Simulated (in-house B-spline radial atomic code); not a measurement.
Relativistic effects in In13+, [Ar] 3d10 4s2 4p6: non-relativistic Hartree-Fock (point nucleus) against Dirac-Hartree-Fock (Fermi nucleus of rms radius 4.6156 fm), both averages of the configuration, computed with a B-spline radial code for spherical atoms.

```csv
orbital,ε NR (Eh),ε Dirac (Eh),<r> NR (bohr),<r> Dirac (bohr),change of <r> (%)
1s1/2,-1008.6,-1043.6,0.03105,0.02971,-4.3
2s1/2,-160.28,-168.82,0.1341,0.1279,-4.6
2p1/2,-150.07,-157.72,0.1146,0.1085,-5.3
2p3/2,-150.07,-149.93,0.1146,0.1137,-0.8
3s1/2,-40.137,-41.934,0.3575,0.3447,-3.6
3p1/2,-35.899,?,0.3488,?,?
3p3/2,-35.899,?,0.3488,?,?
3d3/2,-28.123,-28.044,0.3208,0.3188,-0.6
3d5/2,-28.123,-27.747,0.3208,0.3221,+0.4
4s1/2,-14.251,-14.668,0.8089,0.7875,-2.7
4p1/2,-12.556,-12.888,0.8355,0.8135,-2.6
4p3/2,-12.556,-12.566,0.8355,0.8322,-0.4
```

What happens to 3p3/2?

Its energy goes to -35.953 hartree and <r> to 0.3464 bohr (-0.69 %).

What happens to 3p1/2?

Its energy goes to -37.419 hartree and <r> to 0.336 bohr (-3.68 %).

What explains the pattern of contraction and expansion?

Expansion is seen in 3d5/2. The s and p1/2 orbitals contract directly, screen the nucleus better, and so push out orbitals that have little density near the nucleus; spin-orbit coupling adds to this for j = l + 1/2 and opposes it for j = l - 1/2.

By how much does the total energy change?

By -140.63 hartree, from -5684.183 to -5824.811.
